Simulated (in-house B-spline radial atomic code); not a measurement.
Neutral rubidium: [Kr] 5s1

Method: Dirac-Kohn-Sham wB97X, spherical fractional occupations, Fermi nucleus of rms radius 4.2036 fm. Calculated with an all-electron radial atomic-structure program (B-spline basis).

Effective charges: Z_r = [3n² - l(l+1)]/(2<r>) from the radius, Z_e = n√(-2ε) from the energy, and Slater's rules. Values are occupation-weighted means over j. An effective charge above Z reflects the relativistic contraction of the inner shells.

```
shell  electrons   ε (eV)  <r> (bohr)    Z_r    Z_e  Slater
   1s          2   -15076     0.04029  37.23  33.29   36.70
   2s          2  -2028.1      0.1774  33.81  24.42   32.85
   2p          6  -1797.9       0.155  32.26  22.99   32.85
   3s          2  -309.36      0.5097  26.48  14.31   25.75
   3p          6  -235.03       0.518  24.13  12.47   25.75
   3d         10  -111.83      0.5247  20.01   8.60   15.85
   4s          2  -37.967       1.465  16.39   6.68    9.25
   4p          6   -20.64       1.724  13.34   4.93    9.25
   5s          1  -2.3012       5.749   6.52   2.06    2.20
```

The least bound orbital is 5s1/2 at -2.301 eV, and it is also the most diffuse (<r> = 5.749 bohr).

Spin-orbit splittings of the orbital energies (j = l + 1/2 above j = l - 1/2 when positive): 2p 60.86 eV, 3p 9.211 eV, 3d 1.566 eV, 4p 0.9207 eV.

For the 1s electron the small component carries 1.81 % of the norm, the zero-frequency Breit interaction raises the level by 25.79 eV, self-energy by 13.76 eV, and vacuum polarisation lowers it by 1.457 eV.

The density falls to 0.001 bohr⁻³ at 4.363 bohr; Σ<r²> = 69.842 bohr² gives, by the non-relativistic formula and without the paramagnetism of open shells, a Langevin diamagnetic susceptibility of -55.31×10⁻⁶ cm³/mol.

Caution: exact exchange at fractional occupations of open shells leaves self-interaction of up to several eV.
